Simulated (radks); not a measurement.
Q: Cs30+, 25 electrons, occupied as [Ar] 3d7. All-electron calculation, scalar-relativistic Kohn-Sham, SCAN, spin-polarised, spherical densities, finite nucleus; open shells are filled with parallel spins first (spin-orbit coupling, left out, can overturn this in heavy ions); meta-GGA in the generalised Kohn-Sham scheme; Fermi nuclear charge, rms radius 4.8041 fm. Program: a radial shooting solver on a logarithmic mesh with Libxc functionals. Some entries of the table are withheld. Estimate them.

orbital  occ.  eigenvalue (hartree)  r(max) (bohr)
1s up       1             -1363.232        0.01678
1s down     1             -1363.220        0.01678
2s up       1             -251.9061        0.09463
2s down     1             -251.5123        0.09459
2p up       3             -230.6100        0.07608
2p down     3             -230.2973        0.07601
3s up       1                   (1)         0.2660
3s down     1                   (2)         0.2664
3p up       3                   (3)         0.2589
3p down     3                   (4)         0.2594
3d up       5                   (5)         0.2110
3d down     2                   (6)         0.2112

A: 
(1) 3s up eigenvalue (hartree): -83.39196
(2) 3s down eigenvalue (hartree): -82.90161
(3) 3p up eigenvalue (hartree): -76.48253
(4) 3p down eigenvalue (hartree): -75.97555
(5) 3d up eigenvalue (hartree): -67.01852
(6) 3d down eigenvalue (hartree): -66.40567
